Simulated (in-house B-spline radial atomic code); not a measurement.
## Ionising Ag⁸⁺ with different functionals

Computed with a B-spline radial code for spherical atoms: scalar-relativistic (spin-free X2C) Hamiltonian, Fermi nucleus of rms radius 4.5454 fm, spin-polarised at highest spin, spherical fractional occupations for the functionals, the average over the highest-spin determinants for Hartree-Fock. The ionisation energy is the difference of two self-consistent energies, [Kr] 4d3 → [Kr] 4d2, without Breit or QED terms; ε is the level of the shell that loses the electron (its least bound occupied spin orbital). There is no spin-orbit coupling in this Hamiltonian.

Hybrids are left out here: with spherical fractional occupations of an open shell their exact exchange keeps a self-interaction that integer-occupation calculations don't have.

| method | rung | ΔSCF (eV) | -ε(4d) (eV) |
| --- | --- | --- | --- |
| Hartree-Fock | Hartree-Fock | 145.48 | 146.28 |
| LDA VWN5 | LDA | 146.67 | 136.45 |
| LDA PW92 | LDA | 146.66 | 136.44 |
| LDA exchange-only | LDA | 144.95 | 134.78 |
| PBE | GGA | 146.63 | 136.43 |
| PBEsol | GGA | 146.57 | 136.36 |
| BLYP | GGA | 146.39 | 136.16 |
| RPBE | GGA | 146.61 | 136.41 |
| PW91 | GGA | 146.72 | 136.51 |
| BP86 | GGA | 146.64 | 136.43 |
| AM05 | GGA | 146.55 | 136.33 |
| OLYP | GGA | 147.23 | 136.99 |
| TPSS | meta-GGA | 146.57 | 136.40 |
| SCAN | meta-GGA | 146.77 | 136.72 |
| r2SCAN | meta-GGA | 146.82 | 136.78 |
| revTPSS | meta-GGA | 146.52 | 136.35 |

(1) How do they compare with the NIST value?

Results:

(1) NIST lists 145 eV ± 2.2 (tabulated theory, ground level to ground level). Errors run from -0.15 to +2.13 eV; all lie within about twice that uncertainty, so the table can't rank the methods. Hartree-Fock also lacks correlation.
